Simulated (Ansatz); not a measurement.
Input for Ansatz (a first-principles code): R-CCSD(T)/cc-pVTZ on BGeH5O (SMILES O[BH][GeH3]), a point of a torsion scan. The run froze 16 orbitals, filled d shells among them.

Ansatz 0.2 input:
```yaml
crystal:
  periodic: [false, false, false]
  atoms:
    - {symbol: O, position_ang: [1.60449499, 0.75598803, -0.19643024]}
    - {symbol: B, position_ang: [0.87475614, -0.30326626, 0.12324729]}
    - {symbol: Ge, position_ang: [-1.12376519, -0.02727870, -0.02050484]}
    - {symbol: H, position_ang: [2.56196024, 0.70639179, -0.15478517]}
    - {symbol: H, position_ang: [1.37117927, -1.32014509, 0.46261682]}
    - {symbol: H, position_ang: [-1.83842270, -0.93205230, -0.97858597]}
    - {symbol: H, position_ang: [-1.55323140, 1.33743587, -0.45043680]}
    - {symbol: H, position_ang: [-1.90653917, -0.25728641, 1.23703737]}
basis:
  gaussian:
    orbitals: cc-pVTZ
magnetization: {spin_polarized: false}
correlation: {method: ccsd_t, electrons: outside_noble_gas}
scf: {lower_state_search: off}
```

Program output:

```
WARN ansatz: RAYON_NUM_THREADS=1 ignored (pool sized by the plan → 1); use --threads N
Functional definition: HF
these checks for a lower state are left out or cut short: stability, starts, cluster_reference, orbital_swaps, neighbouring_geometries, increment
integrals: 0.53 GiB planned
1020 factors; integrals over basis functions are off by at most 1.1e-3 eV
mean field: 0.49 GiB planned
mean field evaluation 1: about -59261.8417 eV, gradient 3.3e1 eV
mean field evaluation 2: about -59261.9220 eV, gradient 3.3e1 eV
mean field evaluation 4: about -59264.2712 eV, gradient 3.1e0 eV
mean field evaluation 8: about -59264.3129 eV, gradient 1.3e-1 eV
mean field -59264.31299884 eV, -2177.9233319132 hartree, gradient 8.2e-7 eV, S^2 0.000000; 0 other end points of the search recorded, 0 dependent functions left out
16 core orbitals not correlated
reference -59264.31299884 eV, -2177.9233319132 hartree; 9, 9 occupied and 148, 148 virtual orbitals, 1020 factors
second order -12.71833256 eV of doubles, -0.00000000 eV of singles
coupled cluster: 1.31 GiB planned
cycle   1  -13.24747423 eV  change   -5.3e-1 eV  update   8.4e-2
cycle   2  -13.61777263 eV  change   -3.7e-1 eV  update   2.6e-2
cycle   3  -13.69583130 eV  change   -7.8e-2 eV  update   1.4e-2
cycle   4  -13.68465912 eV  change    1.1e-2 eV  update   3.9e-3
cycle   5  -13.68510375 eV  change   -4.4e-4 eV  update   1.7e-3
cycle   6  -13.68508818 eV  change    1.6e-5 eV  update   4.5e-4
cycle   7  -13.68487723 eV  change    2.1e-4 eV  update   1.3e-4
cycle   8  -13.68492703 eV  change   -5.0e-5 eV  update   4.6e-5
cycle   9  -13.68494298 eV  change   -1.6e-5 eV  update   1.3e-5
perturbative correction -0.46308222 eV, -0.0170179578 hartree
Total energy: -59278.46102405 eV, -2178.4432622497 hartree
Checks for a lower state left out: stability, starts, cluster_reference, orbital_swaps, neighbouring_geometries, increment
```

The calculation finished and met its thresholds.

Cost: about 22 core-seconds (a rough figure).
